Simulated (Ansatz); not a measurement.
Hg₃S₃⁺, relaxed as a doublet with UKS r2SCAN-D4/def2-SVP in Ansatz, starting from the GFN1-xTB geometry. Force threshold 0.02 eV/Å.

In the def2 sets Hg takes a core potential; there is no spin–orbit coupling. The structure comes from a short search, and lower isomers may exist.

Start:

Cartesian coordinates in Å:
```
Hg -0.479 -0.179 1.046
Hg -1.891 0.050 3.344
Hg 1.564 -0.978 -1.733
S -0.663 1.774 -0.742
S 0.466 1.344 -2.304
S 1.003 -2.011 0.388
```

```tsv
step	energy (eV)	largest force component (eV/Å)	SCF passes
1	-45023.4467	0.701	57
2	-45023.6375	0.277	33
3	-45023.6664	0.156	25
4	-45023.6995	0.134	30
5	-45023.7109	0.158	25
6	-45023.7218	0.140	23
7 (rejected)	-45023.7187	0.099	25
8	-45023.7230	0.024	26
9	-45023.7230	0.012	28
```

Force components are those of the run's own axes.

End:

Cartesian coordinates in Å:
```
Hg -0.278 -0.573 1.123
Hg -1.978 0.458 3.052
Hg 1.350 -0.768 -1.587
S -0.695 1.707 -0.613
S 0.386 1.440 -2.261
S 1.215 -2.264 0.285
```

By distances, no bond broke or formed. The bond that changes most is Hg1–S4, from 2.65 to 2.90 Å (atoms count from 1).

No frequencies were taken in this run, so the end may be a saddle point.

Run time 1.7 min (4 threads of Arm Neoverse N1 on a shared host).
